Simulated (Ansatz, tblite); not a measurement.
Isomers of In9P8⁺ (singlet), found by a short tight-binding search and relaxed with PBE-D4/def2-SVP in Ansatz.

In the def2 sets In takes a core potential; there is no spin–orbit coupling. The xTB rows come from tblite. Correlated methods freeze 76 core orbitals; core or outer-core shells of In are correlated, in sets that lack core-valence functions. Single mean-field runs in def2-TZVP are fitted with def2-universal-jkfit.

Run but left out: HF/def2-SVP (A: restricted singlet, unstable towards broken spin symmetry).

A: The restricted singlet is unstable towards broken spin symmetry in Hartree–Fock (as tested in another run); at LDA (SPW92)/def2-TZVP, PBE-D4/def2-TZVP, r2SCAN-D4/def2-TZVP, PBE0-D4/def2-SVP and others this wasn't settled. At MP2/def2-SVP the restricted singlet (for correlated methods, its reference) is unstable: a solution with broken spin symmetry lies lower. B: The restricted singlet is unstable towards broken spin symmetry in Hartree–Fock (as tested in another run); at LDA (SPW92)/def2-TZVP, PBE-D4/def2-TZVP, r2SCAN-D4/def2-TZVP, PBE0-D4/def2-SVP and others this wasn't settled. At MP2/def2-SVP the restricted singlet (for correlated methods, its reference) is unstable: a solution with broken spin symmetry lies lower.

Other spin states weren't relaxed.

A:

```tsv
atom	x (Å)	y (Å)	z (Å)
In1	2.173	-2.886	-0.902
In2	0.648	4.429	-0.094
In3	-2.109	1.200	4.454
In4	2.324	2.548	2.547
In5	-0.844	-3.436	1.467
In6	-0.627	-3.158	-4.027
In7	1.165	-0.772	1.016
In8	-2.263	0.045	1.340
In9	-1.638	0.852	-2.857
P10	1.254	1.537	-0.394
P11	0.297	0.661	3.047
P12	-0.688	2.476	2.082
P13	0.944	-1.080	-2.600
P14	1.293	1.063	-2.579
P15	-0.630	-1.667	-1.105
P16	-0.384	-3.839	-1.269
P17	-0.917	2.025	-0.126
```

B:

```xyz
17

In   -3.241   -0.247    0.848
In    1.224   -2.939    2.557
In    1.083    3.357   -0.775
In    2.539   -1.831   -0.390
In    1.100    0.263   -2.536
In   -3.598   -2.035    3.392
In   -1.471    2.587   -3.080
In   -0.956    2.847    1.660
In   -0.920   -1.980   -0.937
P     0.896   -2.248   -2.653
P     2.998    0.979   -0.582
P    -1.461   -2.724    1.509
P     0.405   -0.059    0.967
P    -1.033    0.780   -0.515
P     1.337    2.590   -3.332
P     2.021    1.504    1.240
P    -0.924   -0.845    2.625
```

C:

```xyz
17

In    1.636    1.972    3.251
In    3.010   -1.343    1.468
In   -3.597    1.443    1.322
In   -0.376    4.073   -2.897
In   -0.730   -4.105   -0.757
In    1.913    1.159    0.082
In   -0.661   -0.938   -3.203
In    2.416   -0.826   -2.745
In    0.183   -3.218    2.212
P    -1.032    0.039    2.004
P    -1.166   -1.292    0.205
P     0.802    1.582   -2.365
P    -1.058    1.788   -1.131
P    -0.649    2.060    1.059
P    -2.363    0.010   -1.139
P     0.751   -0.687    3.078
P     0.922   -1.718   -0.446
```

D:

```
atom   x (Å)   y (Å)   z (Å)
 In1  -0.774  -0.242   3.195
 In2  -3.494  -3.611   1.091
 In3   1.563  -1.780  -4.920
 In4   2.167   2.313  -1.567
 In5   2.618  -0.490   3.666
 In6  -1.355   1.178  -2.120
 In7  -0.848  -1.253  -0.070
 In8  -1.396   3.239   2.205
 In9  -3.587   1.307   0.169
 P10   0.942   0.337  -3.228
 P11   0.056   1.130   0.718
 P12   2.630  -1.299  -0.569
 P13   2.231   0.446   0.847
 P14   1.520  -1.706   1.332
 P15  -2.814  -1.069   1.587
 P16  -0.383   3.017  -0.304
 P17   0.925  -1.517  -2.032
```

Estimate their order by electronic energy at PBE0-D4/def2-TZVP, counted from the lowest.

C (0.0) < A (35.2) < D (99.4) < B (203.6), in kJ/mol.

Do the other levels pick the same lowest one?

Not MP2/def2-SVP. Energies above each level's lowest (kJ/mol):

| level | A | B | C | D |
| --- | --- | --- | --- | --- |
| GFN1-xTB | 67.3 | 308.6 | 0.0 | 204.5 |
| GFN2-xTB | 8.1 | 275.0 | 0.0 | 93.3 |
| LDA (SPW92)/def2-TZVP | 39.9 | 186.6 | 0.0 | 109.8 |
| PBE-D4/def2-SVP | 30.0 | 203.8 | 0.0 | 107.5 |
| PBE-D4/def2-TZVP | 30.3 | 201.7 | 0.0 | 103.7 |
| r2SCAN-D4/def2-TZVP | 28.0 | 183.0 | 0.0 | 91.3 |
| PBE0-D4/def2-SVP | 36.3 | 209.5 | 0.0 | 104.8 |
| PBE0-D4/def2-TZVP | 35.2 | 203.6 | 0.0 | 99.4 |
| RPA@PBE/def2-SVP | 8.1 | 135.0 | 0.0 | 70.4 |
| MP2/def2-SVP | 0.0 | 141.0 | 4.2 | 88.9 |
Point groups (tolerance 0.1 Å): A not assigned, B not assigned, C not assigned, D not assigned. Lower isomers may exist.
